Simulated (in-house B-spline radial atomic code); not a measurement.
Radial electron density of K⁸⁺, [Ne] 3s1. Level of theory: scalar-relativistic (X2C) LDA PW92, spin-polarised, spherical fractional occupations, Fermi nucleus of rms radius 3.4349 fm; calculated with a radial B-spline atomic code at the basis-set limit.

Columns: r (bohr), 4πr²n(r) (electrons per bohr), bar.

```
 0.00298   0.5253 #
 0.00355     0.72 #
 0.00422   0.9795 ##
 0.00502    1.328 ###
 0.00598    1.796 ####
 0.00711    2.405 #####
 0.00846    3.201 ######
  0.0101    4.244 ########
   0.012    5.522 ###########
  0.0142    7.053 ##############
  0.0169    8.945 ##################
  0.0202    11.19 ######################
   0.024     13.6 ###########################
  0.0285    16.09 ################################
  0.0339    18.49 #####################################
  0.0404    20.51 #########################################
   0.048    21.79 ###########################################
  0.0572    22.11 ############################################
   0.068    21.33 ##########################################
  0.0809    19.64 #######################################
  0.0962    17.56 ###################################
   0.114    15.89 ################################
   0.136     15.3 ##############################
   0.162    16.31 ################################
   0.193    18.56 #####################################
   0.229    20.93 ##########################################
   0.273     22.1 ############################################
   0.325    20.91 ##########################################
   0.386    17.34 ###################################
   0.459    12.35 #########################
   0.547    7.474 ###############
    0.65    4.081 ########
   0.774    2.319 #####
    0.92    1.628 ###
    1.09    1.241 ##
     1.3   0.7946 ##
    1.55   0.3749 #
    1.84   0.1252 
    2.19  0.02678 
    2.61 0.003424 
     3.1 0.0002572 
    3.69 9.555e-06
```

On this grid the curve has 2 maxima, near 0.0572, 0.273 bohr.

The 3s up radial function P(r) = rR(r), positive near the nucleus:

```tsv
r (bohr)	P
0.00105	0.02336
0.00149	0.03239
0.00211	0.04469
0.00298	0.06123
0.00422	0.08357
0.00598	0.1131
0.00846	0.1507
0.012	0.1971
0.0169	0.249
0.024	0.3019
0.0339	0.3393
0.048	0.3372
0.068	0.2599
0.0962	0.07707
0.136	-0.2056
0.193	-0.5022
0.273	-0.6137
0.386	-0.3403
0.547	0.3159
0.774	0.9613
1.09	1.073
1.55	0.6114
2.19	0.1636
3.1	0.01604
```
